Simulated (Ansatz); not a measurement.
Si₁₆BH₂₄⁺, a doped nanocrystal cut from the lattice of silicon (B on an inner site). Total charge 1; triplet. Geometry PBE-D4/def2-SVP, that of the neutral doublet; atoms count from 1.

```xyz
41

Si   -2.7018   -0.8517    3.0524
Si   -2.9013   -0.3022   -1.0929
Si    2.6526    2.7072   -0.0618
Si   -0.0436    1.5385   -2.3907
B    -0.1120    0.7502    1.1219
Si   -0.4911   -2.8063    0.6095
Si    2.3999   -0.9554   -0.8568
Si   -0.3741   -2.2257   -3.1569
Si   -1.0803    0.8887    2.9328
Si    1.1172    2.2899    1.7188
Si   -1.2975    1.2893   -0.3958
Si   -1.8056   -2.9666    2.5525
Si   -1.8049   -2.3756   -1.2912
Si    1.4893    3.2807   -2.0202
Si    3.9367    0.7790   -0.4578
Si    1.1391   -0.4593   -2.7794
Si    0.9228   -0.9507    0.9883
H    -3.2102   -0.8103    4.4757
H    -3.8463   -0.5196    2.1332
H    -3.4230    0.0949   -2.4530
H    -4.0799   -0.3965   -0.1582
H     3.5087    3.8496    0.4428
H    -0.9466    1.8372   -3.5645
H     0.3171   -4.0655    0.4026
H     3.0788   -2.2970   -1.0005
H    -1.1824   -1.9612   -4.4036
H     0.3841   -3.5165   -3.3459
H    -1.8131    2.1941    3.1299
H    -0.1724    0.7020    4.1246
H     0.3873    3.5814    2.0044
H     1.9518    1.9714    2.9359
H    -2.0074    2.6053   -0.1574
H    -2.9326   -3.9599    2.3988
H    -0.9418   -3.3974    3.7104
H    -2.8028   -3.4944   -1.4860
H     0.7809    4.5993   -1.8407
H     2.4737    3.4088   -3.1575
H     4.8223    1.0144   -1.6580
H     4.8063    0.4716    0.7344
H     2.0602   -0.2900   -3.9664
H     1.7421   -1.2517    2.2264
```

Single mean-field runs in def2-TZVP are fitted with def2-universal-jkfit. At PBE0-D4/def2-TZVP a singlet of charge 1 lies 0.59 eV below the triplet at the same geometry.

Problem. Estimate the Mulliken populations of the heavy atoms from the PBE0/def2-TZVP orbitals of Ansatz.

Solution. 
```json
{"atom": "Si1", "charge (e)": "-0.01", "spin (α − β)": "0.13"}
{"atom": "Si2", "charge (e)": "-0.04", "spin (α − β)": "0.06"}
{"atom": "Si3", "charge (e)": "-0.01", "spin (α − β)": "0.14"}
{"atom": "Si4", "charge (e)": "-0.01", "spin (α − β)": "0.08"}
{"atom": "B5", "charge (e)": "0.02", "spin (α − β)": "0.23"}
{"atom": "Si6", "charge (e)": "0.00", "spin (α − β)": "0.19"}
{"atom": "Si7", "charge (e)": "0.01", "spin (α − β)": "0.18"}
{"atom": "Si8", "charge (e)": "-0.01", "spin (α − β)": "0.05"}
{"atom": "Si9", "charge (e)": "0.00", "spin (α − β)": "0.14"}
{"atom": "Si10", "charge (e)": "-0.02", "spin (α − β)": "0.15"}
{"atom": "Si11", "charge (e)": "-0.05", "spin (α − β)": "0.04"}
{"atom": "Si12", "charge (e)": "0.01", "spin (α − β)": "0.13"}
{"atom": "Si13", "charge (e)": "0.00", "spin (α − β)": "0.02"}
{"atom": "Si14", "charge (e)": "-0.01", "spin (α − β)": "0.00"}
{"atom": "Si15", "charge (e)": "0.00", "spin (α − β)": "0.13"}
{"atom": "Si16", "charge (e)": "-0.02", "spin (α − β)": "0.01"}
{"atom": "Si17", "charge (e)": "-0.05", "spin (α − β)": "0.16"}
```
Mulliken values depend strongly on the basis.

Problem. Where does the spin sit?

Solution. Summed by element: Si 1.63, B 0.23, H 0.14, of 2 unpaired in all. Largest on single atoms: B5 0.23, Si6 0.19, Si7 0.18.

Problem. And the Mayer bond orders between heavy atoms (over 0.3)?

Solution. Si1–Si9 0.87 (2.38 Å); Si1–Si12 0.93 (2.35 Å); Si2–Si11 0.89 (2.36 Å); Si2–Si13 0.92 (2.35 Å); Si3–Si10 0.85 (2.39 Å); Si3–Si14 0.94 (2.35 Å); Si3–Si15 0.93 (2.35 Å); Si4–Si11 0.87 (2.37 Å); Si4–Si14 0.93 (2.35 Å); Si4–Si16 0.93 (2.35 Å); B5–Si9 0.70 (2.06 Å); B5–Si10 0.70 (2.06 Å); B5–Si11 0.91 (2.00 Å); B5–Si17 0.87 (2.00 Å); Si6–Si12 0.84 (2.35 Å); Si6–Si13 0.95 (2.35 Å); Si6–Si17 0.82 (2.36 Å); Si7–Si15 0.84 (2.35 Å); Si7–Si16 0.94 (2.35 Å); Si7–Si17 0.83 (2.36 Å); Si8–Si13 0.90 (2.36 Å); Si8–Si16 0.92 (2.36 Å).
